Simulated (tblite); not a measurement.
Compound: C4H9NSi2.
Cartesian coordinates in Å at the GFN2-xTB level; atoms count from 1:
```xyz
16
C4H9NSi2 angstrom
C      2.3843   -2.2088   -0.2665
C      1.7169   -1.2237   -0.1274
C      0.8729   -0.0661    0.0165
C     -0.0185    0.1298   -1.2235
Si    -1.4388    1.3054   -0.7681
N     -1.4914    0.8973    0.9186
Si    -0.2567   -0.1321    1.5627
H      2.9827   -3.0623   -0.3828
H      1.5224    0.8116    0.1170
H     -0.4277   -0.8397   -1.5156
H      0.5794    0.4787   -2.0667
H     -2.7112    0.9836   -1.4187
H     -1.0989    2.7220   -0.9554
H     -2.2399    1.2245    1.5027
H      0.3674    0.4704    2.7438
H     -0.7506   -1.4816    1.8517
```

Computed with GFN2-xTB (tblite): harmonic, unscaled wavenumbers at the GFN2-xTB geometry, gas phase. Errors from tens to a few hundred cm⁻¹ against measured bands are possible. Modes of hydrogen on silicon can be 10 to 20 % off. One conformer, not necessarily the lowest.

Harmonic wavenumbers (cm⁻¹): 78.4, 106.7, 123.5, 205.9, 326.6, 353.3, 374.6, 404.1, 423.0, 475.2, 510.9, 529.7, 539.9, 603.7, 638.5, 648.7, 653.7, 688.4, 766.9, 788.9, 797.7, 806.1, 834.1, 923.6, 1017.1, 1064.8, 1074.9, 1141.8, 1187.6, 1230.5, 1285.7, 1490.1, 2201.5, 2224.7, 2242.1, 2250.3, 2281.4, 2900.4, 2963.6, 2983.1, 3394.2, 3510.5.

A = 3284, B = 1311, C = 989.3 MHz; mass 127.027 u (most abundant isotopes); point group C1, symmetry number 1.

Question: What is the zero-point energy?

Answer: Half the sum of the wavenumbers: 24523 cm⁻¹ = 293.36 kJ/mol.

Question: What is S at 200 K and 1 bar for an ideal gas of classical rigid rotors and harmonic oscillators?

Answer: Translation 160.97, rotation 115.16, vibration 57.81: S = 333.9 J/(mol K).

Question: And Cp and H(200 K) − H(0)?

Answer: Cp = 114.17 J/(mol K), of which vibrations give 80.92 (their classical limit is 42 R = 349.2); H(200 K) − H(0) = 13.59 kJ/mol without the zero-point energy, 6.94 from vibrations.

Question: Which modes carry the vibrational entropy at 200 K?

Answer: 78.4 cm⁻¹: 13.19; 106.7 cm⁻¹: 10.71; 123.5 cm⁻¹: 9.57; 205.9 cm⁻¹: 5.77; 326.6 cm⁻¹: 2.89; 353.3 cm⁻¹: 2.49 J/(mol K); the other 36 give 13.20 together.

Question: What must be added to the electronic energy to get the Gibbs energy at 200 K and 1 bar?

Answer: ZPE + [H(200 K) − H(0)] − T·S = 293.36 + 13.59 − 66.79 = 240.16 kJ/mol.

Hindered rotation and anharmonicity are outside this model. Other conformers, if any are populated, would add a mixing term that is left out. The structure is chiral; the term R ln 2 for an equal mix with its mirror image is left out.

The run took 0.63 s on an Arm Neoverse V1 with one thread, shared host with 32 logical CPUs at a one-minute load of 30. This covers the Hessian and the dipole derivatives.
